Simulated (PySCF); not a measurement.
**33S chemical shifts**

Averaged over atoms made equivalent by symmetry, fast rotation or ring inversion, relativity neglected, isolated molecule, one computed conformer. NMR shieldings at PBE0/pcSseg-1/GIAO; GFN2-xTB structure; PySCF 2.14.0 with density-fitted response routines.

Shieldings were converted by a linear fit to measured shifts: 33S: δ = 158.28 − 0.937σ (rms 33.3 ppm, 20 shifts vs sulfate, solution or neat liquid). A few per cent of atoms miss by over 2 rms, more outside the fitted compound classes.

**Question.** Give the 33S shifts of `CSSC`, `CSSCOC(F)(F)F`.

**Answer.** 
| compound | environment | δ (ppm) |
| --- | --- | --- |
| CSSC | disulfide sulfur (×2) | -291 |
| [CH3:1][S:2][S:3][CH2:4][O:5][C:6]([F:7])([F:8])[F:9] | S3: disulfide sulfur | -227 |
| [CH3:1][S:2][S:3][CH2:4][O:5][C:6]([F:7])([F:8])[F:9] | S2: disulfide sulfur | -282 |

**Question.** Match the shifts 231, 18, -256 ppm to `C[C@H]1SC1(C#N)C#N`, `C[C@](F)(CC(F)(F)F)S(=O)(=O)Cl`, `N#Cc1cnns1`.

**Answer.** 231: N#Cc1cnns1 (aromatic ring sulfur); 18: C[C@](F)(CC(F)(F)F)S(=O)(=O)Cl (sulfonyl sulfur); -256: C[C@H]1SC1(C#N)C#N (sulfide sulfur).
